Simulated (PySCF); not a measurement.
# Electron correlation in B²⁺ (boron, charge +2)

[He] 3d1, 2D determinant (an excited configuration). Computed with PySCF 2.14 in x2c-TZVPPall with one added diffuse shell each of s, p, d type (6s4p3d1f, 40 functions), with the spin-free X2C one-electron Hamiltonian (Gaussian nucleus). Frozen: nothing; 3 electrons correlated.

| level | correlation energy (mhartree) |
| --- | --- |
| CCSD | -15.11 |
| (T) | 0.00 |
| CCSD(T) | -15.11 |
| CCSDT | -15.12 |

Diagnostics: T1 = 0.00048, D1 = 0.0007, largest double amplitude 0.015.

The outer electron is Rydberg-like, and this basis confines it to a smaller radius and binds it less than a complete one would.

Cost of the coupled-cluster step: roughly 0.3 core-seconds, for 3 correlated electrons.

Iterations:

```
CC2 = 0
CCSD nocc = (np.int64(2), np.int64(1)), nmo = (40, 40)
frozen orbitals [[], []]
max_cycle = 100
direct = 0
conv_tol = 1e-08
conv_tol_normt = 1e-06
diis_space = 8
diis_start_cycle = 0
Init t2, MP2 energy = -0.0137402350511334
Init E_corr(UCCSD) = -0.0137402350544087
cycle = 1  E_corr(UCCSD) = -0.0149710101332672  dE = -0.00123077508  norm(t1,t2) = 0.00208398
cycle = 2  E_corr(UCCSD) = -0.0150985787916302  dE = -0.000127568658  norm(t1,t2) = 0.000320309
cycle = 3  E_corr(UCCSD) = -0.0151160353768647  dE = -1.74565852e-05  norm(t1,t2) = 8.97535e-05
cycle = 4  E_corr(UCCSD) = -0.0151140436490185  dE = 1.99172785e-06  norm(t1,t2) = 2.30806e-05
cycle = 5  E_corr(UCCSD) = -0.0151142204294824  dE = -1.76780464e-07  norm(t1,t2) = 9.11035e-07
cycle = 6  E_corr(UCCSD) = -0.0151142269102416  dE = -6.48075919e-09  norm(t1,t2) = 6.27038e-08
UCCSD converged
E(UCCSD) = -22.50500870810264  E_corr = -0.01511422691024155
UCCSD(T) correction = -1.27144412443125e-06
```

This basis was not built for core-valence correlation, so the inner-shell part is incomplete.
